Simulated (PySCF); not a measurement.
Gas-phase reaction: GaH₂Cl + Cl ⇌ GaHCl₂ + H

Energies from PySCF, thermal terms from the rigid-rotor harmonic-oscillator model, ideal gas at 1 bar. † marks an energy on the PBE0/def2-TZVP geometry and frequencies; other levels use their own. CCSD(T) freezes the core. Open shells (unrestricted): Cl (multiplicity 2, electronic degeneracy 6), H (multiplicity 2); the rest are closed-shell singlets. Spin-orbit splitting is ignored; it lowers the true energy and changes the entropy of Cl. Ga: all electrons, no relativistic terms. GaH₂Cl, GaHCl₂: computed as isolated molecules; such fragments, hydroxides, amides, oligomers or adducts are transient or little studied in the gas. CCSD(T) isn't extrapolated to the basis-set limit; its ΔH°(298 K) is -90.0 kJ in def2-SVP and -94.6 kJ in def2-TZVPP. The harmonic model lacks anharmonicity and excited electronic states, which grow with temperature; levels with a mode under 35 cm⁻¹ are left out.

```csv
level,"ΔE electronic, kJ","ΔH°(298 K), kJ","ΔS°(298 K), J/K","ΔG°(600 K), kJ"
CCSD(T)/def2-SVP†,-79,-90,-18,-80
HF/def2-TZVP†,-68,-79,-18,-70
PBE/def2-SVP,-108,-118,-17,-109
r2SCAN/def2-TZVP†,-100,-110,-18,-101
LDA/def2-TZVP†,-124,-134,-18,-125
ωB97X-V/def2-TZVP†,-93,-104,-18,-94
```
ΔH° is lowest at LDA/def2-TZVP† and highest at HF/def2-TZVP†. No reference value is set beside these.
